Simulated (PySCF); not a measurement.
Dipole moment (D) of eight silicon and germanium compounds: PBE beside PBE0, computed with PySCF for isolated molecules in the bases named; differences from unrounded values. The eight are the first of their class met in an unordered collection, after screening for sound electronic states; none was chosen by its value, except that the dipole had to exceed 0.05 D. Each molecule has one DFT geometry for both levels.

| molecule | basis | PBE0 | PBE | difference |
|---|---|---|---|---|
| C3H8O2Si, SMILES C/C=C/O[SiH2]O | def2-TZVP | 0.69 | ? | ? |
| C2H9ClOSi2, SMILES [Si@H](OC)([SiH2]C)Cl | def2-TZVP | 1.05 | 0.95 | -0.10 |
| C₃H₉NSi₂, SMILES C#C[C@H](N)[SiH2][SiH3] | def2-TZVP | 1.05 | 0.97 | -0.09 |
| CH6F2Si3, SMILES F[Si@@H]1C[Si@H](F)[SiH2]1 | def2-TZVP | 2.74 | 2.54 | -0.20 |
| SiHClBr2, SMILES Cl[SiH](Br)Br | def2-TZVP | 0.73 | ? | ? |
| Si(Me)(OH)2(PH2) (CH₇O₂PSi), SMILES C[Si](O)(O)P | def2-TZVP | 1.44 | ? | ? |
| Se(Br)(OSiH3) (BrH3OSeSi), SMILES [SiH3]O[Se]Br | def2-TZVP | 1.24 | 1.18 | -0.06 |
| Se(SH)(GeH3) (GeH4SSe), SMILES S[Se][GeH3] | def2-TZVPD | 1.41 | 1.28 | -0.12 |

Question: Fill in the missing entries. (The exact figures need the calculation; the answer reports its results.)

Answer: 
- C3H8O2Si, SMILES C/C=C/O[SiH2]O, PBE: 0.74
- C3H8O2Si, SMILES C/C=C/O[SiH2]O, difference: 0.05
- Si(Me)(OH)2(PH2) (CH₇O₂PSi), SMILES C[Si](O)(O)P, PBE: 1.42
- Si(Me)(OH)2(PH2) (CH₇O₂PSi), SMILES C[Si](O)(O)P, difference: -0.02
- SiHClBr2, SMILES Cl[SiH](Br)Br, PBE: 0.65
- SiHClBr2, SMILES Cl[SiH](Br)Br, difference: -0.08

PBE lies below PBE0 in 7 and above it in 1 of the eight; the mean signed difference is -0.08 and the largest -0.20 D.
